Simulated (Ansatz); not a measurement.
`Cl[SiH2][GeH3]` + `F[SiH](F)S` → `F[SiH](F)S[SiH2]Cl` + GeH₄ at 700 K and 1 bar (cleavage of the Si–Ge bond).

Isolated molecules relaxed with PBE0-D4/def2-TZVP in Ansatz; ΔE leaves out vibrations. CBS: MP2 limit from def2 TZ/QZ plus the TZ coupled-cluster correction, frozen cores. For Ge outer-core shells are correlated without core-valence functions, which leaves a few kJ/mol of doubt a bond. Scalar relativity is left out up to krypton. One conformer a species, not always the lowest.

```tsv
species	CCSD(T)/CBS energy (Eh)	H − E (kJ/mol)	S (J/(mol·K))
`Cl[SiH2][GeH3]`	-2828.01436	176.2	434.7
`F[SiH](F)S`	-887.80771	120.0	395.4
`F[SiH](F)S[SiH2]Cl`	-1637.34667	182.9	528.3
GeH₄	-2078.49493	112.9	267.3
```

H − E and S are ideal-gas, rigid-rotor, harmonic terms from PBE0-D4/def2-TZVP, for one conformer and one mirror image of each species. 1 Eh = 2625.50 kJ/mol, R = 8.31446 J/(mol·K).

Task: By hand: ΔE, ΔH, ΔS and ΔG.

Result: ΔE = (-1637.34667) + (-2078.49493) − (-2828.01436) − (-887.80771) = -0.01953 Eh = -51.3 kJ/mol. Δ(H − E) = 182.9 + 112.9 − 176.2 − 120.0 = -0.4, so ΔH = -51.7 kJ/mol. ΔS = 528.3 + 267.3 − 434.7 − 395.4 = -34.5 J/(mol·K). ΔG = -51.7 − 700 × (-34.5)/1000 = -27.6 kJ/mol.

Task: By hand: the equilibrium constant, and the temperature at which ΔG would vanish if ΔH and ΔS stayed fixed.

Result: log₁₀ K = −ΔG/(RT ln 10) = 2.1. ΔG = 0 at ΔH/ΔS = 1499 K.

TΔS isn't small against ΔH here. A doubt of 5 kJ/mol in ΔE shifts log₁₀ K by 0.4 here. Other conformers and mirror images would add mixing entropy, several J/(mol·K) or more a flexible species. Modes under 60 cm⁻¹, often nearly free rotors, make the harmonic entropy too high. These are equilibria of isolated gas molecules and say nothing of rates. Largest T1 diagnostic: 0.012 (customary marks: 0.02 for closed shells, 0.045 for open ones).
